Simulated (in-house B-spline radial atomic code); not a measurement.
The numbers below are computed, except where a source is named.
**Ghost states of the separable form: Ca**

Ca, [Ar] 4s2, non-relativistic LDA (VWN5), spherical and spin-unpolarised, from an all-electron radial atomic-structure program (B-spline basis) (atomic units; all potentials screened as in the neutral atom).

Troullier-Martins channels: 4s (ε = -0.1414, r_c = 3.1 bohr), 3p (ε = -1.0306, r_c = 0.998 bohr). In the Kleinman-Bylander form one channel serves as the local potential, and each other channel l becomes |δV u><u δV|/<u|δV|u>, with δV = V_l − V_local and u the pseudo-orbital. Its strength is E_KB = <u|δV²|u>/<u|δV|u>. By the analysis of Gonze, Stumpf and Scheffler a spurious state lies below the reference level ε if E_KB > 0 and ε is above the second level of the local potential alone, or if E_KB < 0 and ε is above its first. The table's levels are those of angular momentum l in a sphere of 9 bohr, whose wall can lift a shallow ε a little above its free-atom value.

```tsv
local	channel	<u δV u>	<u δV² u>	ε	first local level	second local level
s	p	-3.211	13.404	-1.0306	-0.0526	0.1984
p	s	0.11511	0.22652	-0.1385	-2.7047	-0.2764
```

Task: Apply the rule to each row.

Result: Local s, channel p: E_KB = -4.17, so ε = -1.0306 is set against -0.0526: no ghost. Local p, channel s: E_KB = +1.97, so ε = -0.1385 is set against -0.2764: a ghost.

Diagonalising the separable Hamiltonian gives:

```
local  channel       three lowest levels  all-electron, two lowest valence levels
    s        p  -1.0306, -0.0197, 0.2569                         -1.0306, -0.0402
    p        s  -1.4023, -0.1385, 0.1251                          -0.1385, 0.1261
```

Task: Which choices of local channel are safe?

Result: Free of ghosts: s. With p local the s channel has a ghost 1.26 hartree below ε, since the local potential binds more than one state below ε, and a repulsive term of rank one raises each level at most to the next, so it clears only one of them. Among the safe choices the second level, which tests transfer, is off by at most 20.5 millihartree (s local).
